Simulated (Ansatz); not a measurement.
Stepwise reaction of `N[Si](N)(F)F` with hydrogen, as a gas-phase model of exchange steps in deposition or etching. ΔE in kJ/mol; ΔG adds harmonic PBE0-D4 terms to CCSD(T)/CBS, at 1 bar.

Isolated molecules relaxed with PBE0-D4/def2-TZVP in Ansatz; ΔE leaves out vibrations. CCSD(T)/CBS is the MP2 limit (def2-TZVPP, def2-QZVPP) plus CCSD(T) − MP2 in def2-TZVPP, frozen cores. This one scheme is used for every species. Functionals use def2-TZVPP. B3LYP here is the variant with VWN-RPA as its local correlation; programs differ in this. One conformer a species, not always the lowest.

```tsv
step	reaction	PBE-D4	B3LYP-D4	ωB97M-V	CCSD(T)/CBS	ΔG(400 K)
1	`N[Si](N)(F)F` + H₂ → `N[SiH](F)F` + NH₃	55.9	59.8	61.2	59.6	55.1
2	`N[SiH](F)F` + H₂ → `F[SiH2]F` + NH₃	55.2	57.7	59.7	57.5	64.6
```

Problem. By hand: ΔE of the 2 steps together at CCSD(T)/CBS.

Solution. (59.6) + (57.5) = 117.1 kJ/mol, or 58.5 kJ/mol a step.

In ΔE the steps differ by no more than 2.1 kJ/mol. All are uphill at CCSD(T)/CBS. ΔG lies between 55.1 and 64.6 kJ/mol a step. PBE-D4 differs from CCSD(T)/CBS by -3.7 to -2.3 kJ/mol a step. Isolated molecules leave out the surface, adducts and barriers. Largest T1 diagnostic: 0.012.
